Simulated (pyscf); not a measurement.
C₃H₈Si (SMILES C[SiH]1CC1) -> H₂C=SiH–CH₂–CH₃ (SMILES C=[SiH]CC), a rearrangement (singlet surface; C–H, C–Si broken, C–H formed). Structures and frequencies: ωB97X-D3(BJ)/def2-SVP in PySCF. MP2 and CC: frozen core, UHF for open shells. ΔMP2 is the change of the MP2 total energy from the triple- to the quadruple-zeta basis. Energies in kJ/mol from the reactant's lowest minimum found.

AM1 to PM7: differences of heats of formation from MOPAC. 

**Question.** In single points PM6 puts the saddle at 257.4 kJ/mol and the reaction energy at +104.6 kJ/mol. Should these be trusted to within a few kcal/mol? Compare with CCSD(T)/def2-TZVPP + ΔMP2(QZVPP).

**Answer.** CCSD(T)/def2-TZVPP + ΔMP2(QZVPP) gives ΔE‡ = 320.3 kJ/mol and ΔE = +48.2 kJ/mol. PM6 lies 62.9 kJ/mol under it in the barrier and 56.4 kJ/mol over it in the reaction energy, so on this step it does not hold to within 12.6 kJ/mol. CCSD(T)/def2-TZVPP + ΔMP2(QZVPP) has limits of its own. At the saddle there is also a short H–Si contact that neither side keeps. cyclic C₃H₈Si (SMILES C[SiH]1CC1) lies 31.5 kJ/mol over its isomer H₂C=CH–SiH₂–CH₃ (electronic energy, ωB97M-D3(BJ)). H₂C=SiH–CH₂–CH₃ lies 84.4 kJ/mol over its isomer H₂C=CH–SiH₂–CH₃ (electronic energy, ωB97M-D3(BJ)). This is the saddle that the search found; another between the same sides may lie lower. The CCSD(T) − MP2 part came from Ansatz, without density fitting, on the same reference.
